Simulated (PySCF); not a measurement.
CH4N, doublet, at a GFN2-xTB geometry; PySCF with MP2/def2-SVP.

Input for PySCF:
```python
from pyscf import gto, scf, mp

mol = gto.Mole()
mol.atom = '''
    C     0.11969841    0.72071728   -0.00763830
    N    -0.08484190   -0.65766184    0.00683957
    H    -0.51938453   -1.00090422    0.85240262
    H    -0.52837018   -1.01721263   -0.82720202
    H     0.46666690    1.15768540    0.90941225
    H     0.45679066    1.13976065   -0.93666007
'''
mol.basis = 'def2-svp'
mol.spin = 1
mol.verbose = 4
mol.build()

mf = scf.UHF(mol)
mf.kernel()

pt = mp.MP2(mf, frozen=2)
pt.kernel()
print('E(MP2) = %.10f' % pt.e_tot)
```

Write the output that PySCF gives for this input, abridged.


```
PySCF version 2.14.0

[INPUT] verbose = 4
[INPUT] num. atoms = 6
[INPUT] num. electrons = 17
[INPUT] charge = 0
[INPUT] spin (= nelec alpha-beta = 2S) = 1
[INPUT] symmetry False subgroup None
[INPUT] Mole.unit = angstrom
[INPUT] Symbol           X                Y                Z      unit          X                Y                Z       unit  Magmom
[INPUT]  1 C      0.119698410000   0.720717280000  -0.007638300000 AA    0.226197212446   1.361958272441  -0.014434295057 Bohr   0.0
[INPUT]  2 N     -0.084841900000  -0.657661840000   0.006839570000 AA   -0.160327954888  -1.242800760178   0.012924914110 Bohr   0.0
[INPUT]  3 H     -0.519384530000  -1.000904220000   0.852402620000 AA   -0.981494515036  -1.891434852721   1.610807499662 Bohr   0.0
[INPUT]  4 H     -0.528370180000  -1.017212630000  -0.827202020000 AA   -0.998474932587  -1.922253281149  -1.563185267487 Bohr   0.0
[INPUT]  5 H      0.466666900000   1.157685400000   0.909412250000 AA    0.881872632400   2.187708344408   1.718540086824 Bohr   0.0
[INPUT]  6 H      0.456790660000   1.139760650000  -0.936660070000 AA    0.863209243659   2.153835476056  -1.770031004116 Bohr   0.0

nuclear repulsion = 37.2572990522892
number of shells = 24
number of NR pGTOs = 76
number of NR cGTOs = 48
basis = def2-svp
ecp = {}

******** <class 'pyscf.scf.uhf.UHF'> ********
method = UHF
initial guess = minao
damping factor = 0
level_shift factor = 0
DIIS = <class 'pyscf.scf.diis.CDIIS'>
diis_start_cycle = 1
diis_space = 8
diis_damp = 0
SCF conv_tol = 1e-09
SCF conv_tol_grad = None
SCF max_cycles = 50
direct_scf = True
direct_scf_tol = 1e-13
number electrons alpha = 9  beta = 8
Set gradient conv threshold to 3.16228e-05
init E= -94.5799217158266

cycle= 1 E= -94.4916524327033  delta_E= 0.0883  |g|= 0.19  |ddm|= 1.62
cycle= 2 E= -94.5183302864558  delta_E= -0.0267  |g|= 0.0573  |ddm|= 0.236
cycle= 3 E= -94.5218070981333  delta_E= -0.00348  |g|= 0.0227  |ddm|= 0.0881
cycle= 4 E= -94.5225350909387  delta_E= -0.000728  |g|= 0.0131  |ddm|= 0.0382
cycle= 5 E= -94.5228592231754  delta_E= -0.000324  |g|= 0.00634  |ddm|= 0.0276
cycle= 6 E= -94.522971473983  delta_E= -0.000112  |g|= 0.00254  |ddm|= 0.02
cycle= 7 E= -94.522983828122  delta_E= -1.24e-05  |g|= 0.000935  |ddm|= 0.00669
cycle= 8 E= -94.5229852764479  delta_E= -1.45e-06  |g|= 0.000366  |ddm|= 0.0022
cycle= 9 E= -94.5229855170501  delta_E= -2.41e-07  |g|= 0.000141  |ddm|= 0.00102
cycle= 10 E= -94.5229855548183  delta_E= -3.78e-08  |g|= 5.31e-05  |ddm|= 0.000376
cycle= 11 E= -94.5229855606862  delta_E= -5.87e-09  |g|= 1.38e-05  |ddm|= 0.000171
cycle= 12 E= -94.5229855610624  delta_E= -3.76e-10  |g|= 4.91e-06  |ddm|= 4.07e-05
Extra cycle  E= -94.5229855610975  delta_E= -3.51e-11  |g|= 2.94e-06  |ddm|= 9.81e-06
converged SCF energy = -94.5229855610975  <S^2> = 0.75997642  2S+1 = 2.0099517

******** <class 'pyscf.mp.ump2.UMP2'> ********
nocc = (np.int64(7), np.int64(6)), nmo = (46, 46)
frozen orbitals 2
E(UMP2) = -94.8181993805717  E_corr = -0.295213819474244
E(SCS-UMP2) = -94.8173745487418  E_corr = -0.29438898764433
E_corr(same-spin) = -0.069077995067034
E_corr(oppo-spin) = -0.22613582440721
E(MP2) = -94.8181993806
```
